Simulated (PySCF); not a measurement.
O2Si2, SMILES o1[si]2o[si]1=2.

The structure is a stationary point at B3LYP-D3(BJ)/def2-SVP.

Two levels are set side by side: TDDFT-PBE/def2-SVPD (PySCF) and TDDFT-PBE0/def2-SVPD (PySCF). Vertical, same geometry. The lowest singlet is HOMO→LUMO 98 % with PBE and HOMO→LUMO 100 % with the other functional; states are paired by order. Differences are taken from unrounded values.

```tsv
quantity	TDDFT-PBE0
lowest singlet excitation (eV)	3.53
lowest triplet excitation (TDA) (eV)	2.26
```

### Question
What does TDDFT-PBE give, and how far is it from TDDFT-PBE0? (Estimate from the structure and the level; the computed values follow.)

### Answer

```tsv
quantity	TDDFT-PBE	TDDFT-PBE minus TDDFT-PBE0
lowest singlet excitation (eV)	3.06	-0.47
lowest triplet excitation (TDA) (eV)	2.11	-0.15
```

A lower first singlet is the usual sign of a functional without exact exchange. Differences between two approximate levels are no errors against the true value.

Rough cost on one machine, each run with all the roots and properties that it gave: TDDFT-PBE0 against TDDFT-PBE about 3 times.
